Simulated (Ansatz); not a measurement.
Input and output for CH₅BrGe (`[GeH3][CH2]Br`).

```yaml
crystal:
  periodic: [false, false, false]
  atoms:
    - {symbol: Ge, position_ang: [-0.568749, 0.625859, -0.492719]}
    - {symbol: C, position_ang: [0.499424, -0.563269, 0.646663]}
    - {symbol: Br, position_ang: [1.687275, -1.657766, -0.430982]}
    - {symbol: H, position_ang: [-1.405459, -0.224764, -1.456328]}
    - {symbol: H, position_ang: [0.374711, 1.547250, -1.275786]}
    - {symbol: H, position_ang: [-1.495864, 1.465840, 0.405725]}
    - {symbol: H, position_ang: [1.129058, -0.002446, 1.334227]}
    - {symbol: H, position_ang: [-0.128196, -1.247805, 1.213401]}
basis:
  gaussian: {orbitals: cc-pVTZ-DK}
hamiltonian: {xc: {name: RPBE}, dispersion: d4, pseudopotentials: {relativity: scalar}}
output: {forces: true}
```

```sh
$ ansatz run in.yaml --threads 4 --pin off --events-out ev --progress --plain --max-ram 10444MiB
```

It prints (some lines left out):

```
Functional definition: RPBE
1215 factors; their error is unknown
mean field evaluation 1: about -129139.7961 eV, gradient 5.8e1 eV
mean field evaluation 2: about -129123.0469 eV, gradient 9.0e1 eV
mean field evaluation 4: about -129147.0150 eV, gradient 5.3e0 eV
mean field evaluation 8: about -129147.0556 eV, gradient 2.6e-1 eV
mean field evaluation 16: about -129147.0426 eV, gradient 2.2e-4 eV
mean field -129147.04264038 eV, -4746.0662780246 hartree, gradient 6.8e-5 eV, S^2 0.000000; 0 other end points of the search recorded, 0 dependent functions left out
reference -129147.04267879 eV, -4746.0662794358 hartree; 39, 39 occupied and 147, 147 virtual orbitals, 1215 factors
Total energy: -129147.58471449 eV, -4746.0861988806 hartree
Relativity: scalar
Atom 0 at    -0.568749     0.625859    -0.492719 Å, force    -0.100941     0.111888    -0.102928 eV/Å
Atom 1 at     0.499424    -0.563269     0.646663 Å, force    -0.119152     0.104665     0.161370 eV/Å
Atom 2 at     1.687275    -1.657766    -0.430982 Å, force     0.308572    -0.284227    -0.275178 eV/Å
Atom 3 at    -1.405459    -0.224764    -1.456328 Å, force    -0.042651    -0.041864    -0.053099 eV/Å
Atom 4 at     0.374711     1.547250    -1.275786 Å, force     0.047102     0.047009    -0.044511 eV/Å
Atom 5 at    -1.495864     1.465840     0.405725 Å, force    -0.063375     0.058423     0.056104 eV/Å
Atom 6 at     1.129058    -0.002446     1.334227 Å, force     0.122150     0.137893     0.142492 eV/Å
Atom 7 at    -0.128196    -1.247805     1.213401 Å, force    -0.151706    -0.133787     0.115749 eV/Å
Dipole moment:    -0.170291     0.150973     0.214653 e Å
```

It took 1.8 s on 4 threads of an Arm Neoverse V2 on a shared host, with 0.39 GiB of host memory at the peak.
